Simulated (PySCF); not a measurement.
Vertical excitations of a molecule C₃H₅O, multiplicity 2 from TDA-PBE/def2-SVPD in PySCF, as energy in eV (oscillator strength): 2.24 (0.002), 4.57 (0.013), 5.11 (0.027), 5.53 (0.056), 5.67 (0.004), 5.81 (0.017), 6.05 (0.006), 6.34 (0.001), 6.43 (0.005), 6.55 (0.001). The structure is a stationary point at PBE-D3(BJ)/def2-SVP. One conformer was computed; it need not be the lowest.

Problem. Which molecule gave these data?
A. [CH2]C(C)=O
B. CC[C]=O
C. [CH]=C(C)O

Solution. B, CC[C]=O
